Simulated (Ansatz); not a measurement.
In9P9H26⁺, a nanocrystal cut from wurtzite InP (hydrogen-capped). Total charge 1; doublet. Geometry PBE-D4/def2-SVP, that of the neutral singlet.

```xyz
44

P    -2.579    2.976   -1.154
In   -0.260    2.454   -2.196
P     1.186    3.913   -0.455
In   -1.410   -1.496   -2.936
P     0.163    0.082   -1.438
In    2.547   -0.492   -2.045
In    2.971    2.889    1.131
P     3.985    0.979   -0.307
P     2.903   -2.771   -0.856
In   -2.871    3.069    1.501
In   -4.418   -1.029    0.180
P    -2.685   -2.610   -0.971
P    -2.695    0.477    1.571
In   -0.331   -0.263    1.036
P     1.302    1.365    2.398
In   -1.249   -4.350    0.348
P     0.263   -2.626    1.731
In    2.844   -2.921    1.812
H    -3.151    4.085   -1.854
H    -3.434    1.944   -1.657
H     0.124    3.047   -3.778
H     1.726    5.115   -1.015
H     0.274    4.512    0.472
H    -2.408   -0.341   -3.792
H    -0.263   -2.590   -3.676
H     3.238   -0.223   -3.611
H     4.045    3.956    1.968
H     5.236    1.436   -0.833
H     4.497    0.093    0.695
H     1.859   -3.606   -1.369
H     4.019   -3.429   -1.464
H    -4.470    3.653    1.839
H    -1.372    3.806    2.040
H    -4.993    0.096   -1.033
H    -5.377   -1.862    1.370
H    -3.566   -3.488   -1.690
H    -2.767    0.117    2.957
H     0.557    2.208    3.280
H     2.057    0.633    3.367
H    -0.091   -5.038   -0.771
H    -2.187   -5.208    1.538
H    -0.172   -2.607    3.097
H     3.622   -1.429    2.310
H     3.333   -4.524    2.264
```

In the def2 sets In takes a core potential; there is no spin–orbit coupling. Single mean-field runs in def2-SVP are fitted with def2-universal-jkfit. At PBE-D4/def2-SVP the gap within one spin of the charge 1 doublet nearly closes, so an electron or hole may be smeared out by delocalisation error.

Estimate the α-spin orbital energies around the gap (eV) in Ansatz with PBE-D4/def2-SVP, PBE0-D4/def2-SVP.


```
orbital  PBE-D4/def2-SVP  PBE0-D4/def2-SVP
 HOMO−5            -9.14            -10.19
 HOMO−4            -9.08            -10.15
 HOMO−3            -8.97            -10.06
 HOMO−2            -8.88             -9.85
 HOMO−1            -8.83             -9.83
   HOMO            -8.75             -9.82
   LUMO            -5.15             -4.43
 LUMO+1            -4.82             -4.09
 LUMO+2            -4.67             -3.87
 LUMO+3            -4.57             -3.83
 LUMO+4            -4.49             -3.78
 LUMO+5            -4.49             -3.75
 β HOMO            -8.69             -9.75
 β LUMO            -8.62             -8.60
```
